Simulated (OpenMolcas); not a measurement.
Ni2+ in KZnF3: curves along the breathing mode

Ni2+ with its 6 nearest fluoride ions, on the Zn site of KZnF3 (a = 4.054 Å, distance in the model lattice 2.027 Å). The rest of the host is ab initio model potentials to 7.6 Å, with orthogonalisation functions on the cations behind the ligands, and point charges beyond; the distance is set by hand and nothing relaxes. Ligand basis ANO-RCC-VDZP.

```
Program             : OpenMolcas 26.06
Method              : CASSCF
Basis               : ANO-RCC-VDZP [5s4p2d1f]
Scalar Hamiltonian  : DKH2, point nucleus
Active space        : 8 electrons in 5 orbitals (3d)
State averaging     : 2S+1 = 3 even, 10 roots; 2S+1 = 1 even, 15 roots
Spin-orbit coupling : RASSI with atomic mean-field integrals over the reference wave functions
```

Spin-free energies (labels of O, the rotations of Oh) in cm-1 above the lowest fitted minimum, as all ligands move together:

| R (Å) | 3A2 | 3T2 | 3T1 | 1E | 1T2 | 3T1(2) | 1A1 |
| --- | --- | --- | --- | --- | --- | --- | --- |
| 1.877 | 6960 | 16980 | 23910 | 25840 | 34920 | 39100 | 37500 |
| 1.921 | 2610 | 11410 | 17650 | 21390 | 29250 | 33040 | 32660 |
| 1.965 | 420 | 8160 | 13770 | 19090 | 25890 | 29410 | 30000 |
| 2.009 | 140 | 6970 | 12000 | 18690 | 24590 | 27910 | 29290 |
| 2.054 | 1680 | 7710 | 12190 | 20110 | 25200 | 28390 | 30420 |
| 2.098 | 4880 | 10220 | 14240 | 23180 | 27600 | 30710 | 33250 |
| 2.142 | 9740 | 14490 | 18090 | 27910 | 31750 | 34810 | 37770 |

Cubic fits give the following; the wavenumber is harmonic, with the mass of all moving ligands, small differences in it between states hang on the degree of the fit, a number in brackets counts states of one label, and the table is a selection of at most 14 states with clean curves.

```csv
State,R0 (Å),Breathing mode (cm-1),Minimum (cm-1)
3A2,1.994,533,0
3T2,2.014,542,6930
3T1,2.026,544,11810
1E,1.997,530,18590
1T2,2.017,540,24520
3T1(2),2.020,547,27810
1A1,2.004,533,29250
1T1,2.013,541,31490
1E(2),2.029,551,35430
1T2(2),2.028,550,36160
1A1(2),2.021,549,69630
```

The minimum of 3T2 is shifted by +0.0201 Å against 3A2 (from the unrounded fits). With M = 114.0 u for the moving shell, the Huang-Rhys factor in this mode is S = M ω ΔR² / 2ħ = 0.01483 × 114.0 × 533 × 0.0201² = 0.36. Only the first shell moves, against a rigid host.

Without dynamic correlation the repulsion within the d shell is too large (B by tens of per cent), so at a given field states of lower spin stand too high. Ligand-to-metal charge-transfer states are missing. With no ligand orbital active B as a rule stays too high, so bands that hang on it stand too high and its fall with covalency is understated. With metal d orbitals alone and no dynamic correlation 10Dq can be off by a tenth to a fifth, either way, in oxide and fluoride hosts. No measured value stands beside these numbers.
